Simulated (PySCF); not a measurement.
C4H11BrO3Si, SMILES CCO[Si](Br)(O)OCC.

Coordinates come from a B3LYP-D3(BJ)/def2-SVP optimisation. Other conformers were not sampled.

Computed with PySCF with B3LYP-D3(BJ)/def2-SVP.

Frequencies are harmonic and unscaled.

Computed vibrational spectrum:
```tsv
mode	ν (cm⁻¹)	IR (km/mol)	moving atoms (share of kinetic energy)
1	20	0.3	C 51 %, H 31 %, Br 9 %
2	28	0.4	C 39 %, H 28 %, O 17 %, Br 14 %
3	59	1.2	C 56 %, H 33 %
4	66	2.4	C 40 %, H 37 %, Br 13 %, O 9 %
5	102	1.6	C 33 %, H 27 %, O 21 %, Br 14 %
6	136	9.5	C 31 %, O 30 %, H 28 %, Br 8 %
7	151	38.3	H 60 %, O 26 %, C 8 %
8	210	5.1	O 45 %, H 30 %, C 16 %
9	244	24.6	H 50 %, O 33 %, C 8 %
10	251	5.1	H 39 %, O 31 %, Br 18 %, C 11 %
11	264	34.9	H 54 %, O 30 %, C 12 %
12	287	0.5	H 43 %, O 30 %, Br 16 %, C 9 %
13	299	13.4	O 49 %, H 33 %, C 15 %
14	357	7.5	O 39 %, Si 21 %, C 20 %, H 19 %
15	389	21.4	O 36 %, C 26 %, Si 22 %, H 14 %
16	458	65.6	O 41 %, Si 21 %, H 19 %, C 18 %
17	465	79.2	Si 35 %, O 32 %, C 15 %, H 13 %
18	726	148.1	O 44 %, Si 24 %, C 17 %, H 15 %
19	779	159.7	H 55 %, O 22 %, C 13 %, Si 11 %
20	815	9.5	H 91 %
21	816	1.7	H 91 %
22	840	115.4	H 45 %, Si 20 %, O 20 %, C 15 %
23	929	24.5	O 32 %, H 32 %, C 20 %, Si 16 %
24	976	78.5	H 27 %, Si 25 %, C 24 %, O 23 %
25	1000	66.3	C 33 %, H 31 %, O 19 %, Si 17 %
26	1105	36.9	C 53 %, H 39 %
27	1117	20.2	C 52 %, H 43 %
28	1147	515.2	O 45 %, C 36 %, H 13 %
29	1161	148.5	O 38 %, C 38 %, H 23 %
30	1174	5.7	H 61 %, C 36 %
31	1195	107.7	H 43 %, C 37 %, O 19 %
32	1308	0.4	H 92 %
33	1316	10.4	H 91 %
34	1383	0.7	H 81 %, C 19 %
35	1385	0.2	H 81 %, C 18 %
36	1418	18.1	H 74 %, C 24 %
37	1424	33.4	H 73 %, C 26 %
38	1455	5.4	H 97 %
39	1457	5.0	H 97 %
40	1475	1.5	H 95 %
41	1477	0.9	H 95 %
42	1503	1.3	H 92 %
43	1503	2.5	H 92 %
44	3013	36.6	H 95 %
45	3023	35.9	H 94 %
46	3036	10.8	H 97 %
47	3037	17.1	H 97 %
48	3059	21.0	H 90 %, C 10 %
49	3082	28.8	H 91 %, C 9 %
50	3122	21.0	H 91 %, C 9 %
51	3124	22.3	H 91 %, C 9 %
52	3128	22.0	H 90 %, C 10 %
53	3135	19.1	H 90 %, C 10 %
54	3881	123.6	H 94 %
```
